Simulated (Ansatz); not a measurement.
Compare A (`OC1N=C1[SiH3]`) with its isomer B (`OC1=NC[SiH2]1`).

Gas-phase electronic energies from Ansatz, PBE0-D4/def2-TZVP geometries. CBS: MP2 limit from def2 TZ/QZ plus the TZ coupled-cluster correction, frozen cores. DFT in def2-TZVPP. B3LYP here is the variant with VWN-RPA as its local correlation; programs differ in this. Each species was taken in one conformer, which may not be the lowest.

Problem. Which is lower in electronic energy at CCSD(T)/CBS, and by how much? (An estimate is asked.)

Solution. The calculation gave: B, by 25.3 kcal/mol.

Problem. Give E(B) − E(A) in kcal/mol with HF/def2-TZVPP, CCSD/def2-TZVPP, r2SCAN-D4, PBE0-D4, ωB97M-V, B3LYP-D4, B2PLYP. (Estimate.)

Solution. Ansatz gave: HF/def2-TZVPP -22.7, CCSD/def2-TZVPP -24.2, r2SCAN-D4 -26.3, PBE0-D4 -27.1, ωB97M-V -26.0, B3LYP-D4 -25.3, B2PLYP -24.9. None reverses the order clearly.

Largest T1 diagnostic: 0.014.

In def2-TZVPP, CCSD(T) changes the Hartree–Fock value by −1.9 kcal/mol (the triples alone add −0.4 kcal/mol) and MP2 by −1.8 kcal/mol.
